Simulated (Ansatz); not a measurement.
`C[N](C)[InH][SH]`. Total charge 0; spin multiplicity 1. In takes the def2 core potential. The geometry is a stationary point of PBE0-D4/def2-TZVP. It is one conformer, not always the lowest.

```xyz
13

C    -0.390    1.692   -0.114
N    -0.068    0.293   -0.022
C    -0.314   -0.414   -1.248
In    0.646   -0.532    1.667
S     1.104   -2.871    1.574
H    -1.451    1.851   -0.364
H    -0.194    2.207    0.830
H     0.201    2.197   -0.895
H     0.282   -0.007   -2.080
H    -1.371   -0.353   -1.549
H    -0.062   -1.473   -1.155
H     0.898    0.410    3.063
H     0.719   -3.002    0.293
```

**Question.** What is the dipole moment at PBE/def2-TZVPP? (An estimate is asked.)

**Answer.** Ansatz gave: 1.85 D, with components (-0.62, 1.46, -0.97) D in this frame, pointing from negative to positive charge.

**Question.** And with r2SCAN, B3LYP, ωB97M-V? (Estimate.)

**Answer.** Computed: r2SCAN 1.89 D, B3LYP 1.78 D, ωB97M-V 1.70 D.

**Question.** Give the Mulliken charges with PBE, r2SCAN, B3LYP in def2-TZVPP. (Best estimate.)

**Answer.** Computed: 
```
atom    PBE  r2SCAN  B3LYP
  C1  -0.16   -0.02  -0.15
  N2  -0.26   -0.36  -0.33
  C3  -0.15   -0.01  -0.15
 In4   0.50    0.56   0.58
  S5  -0.39   -0.41  -0.39
  H6   0.08    0.04   0.08
  H7   0.08    0.04   0.08
  H8   0.08    0.04   0.08
  H9   0.08    0.04   0.08
 H10   0.08    0.04   0.08
 H11   0.06    0.03   0.07
 H12  -0.11   -0.11  -0.12
 H13   0.12    0.12   0.11
```

B3LYP here is the variant with VWN-RPA as its local correlation; programs differ in this.
